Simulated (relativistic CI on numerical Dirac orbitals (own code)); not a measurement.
# Spin-allowed bands of a d2 ion in an octahedral site, by hand

Problem. Take Δ = 27300 cm⁻¹ and B = 520 cm⁻¹ for a d2 ion in an octahedral site. Calculate the three spin-allowed bands.

Working.
1. The terms of highest spin are 3F (energy 0) and 3P (15B = 7800 cm⁻¹). Here the F term splits into A2 at +1.2Δ = 32760, T2 at +0.2Δ = 5460 and T1 at −0.6Δ = -16380 cm⁻¹.
2. The two T1 states mix through the element 0.4Δ: H = [[-16380, 10920], [10920, 7800]], with roots ½(H₁₁ + H₂₂) ∓ ½√[(H₂₂ − H₁₁)² + 4H₁₂²] = ½(-8580) ∓ ½(32583) = -20582 and 12002 cm⁻¹.
3. The ground term is 3T1 at -20582 cm⁻¹.
4. Bands: 3T2 26042 cm⁻¹ (384 nm), 3T1(P) 32583 cm⁻¹ (307 nm), 3A2 53342 cm⁻¹ (187 nm).

Check. Exact diagonalisation of the whole d2 shell with these parameters gives 3T2 26042, 3T1 32583, 3A2 53342 cm⁻¹. The match is exact, since without spin-orbit coupling no other term has this spin. The ratio of the second band to the first, 1.251, depends on Δ/B = 52.5 alone, which is how a Tanabe-Sugano diagram is read.
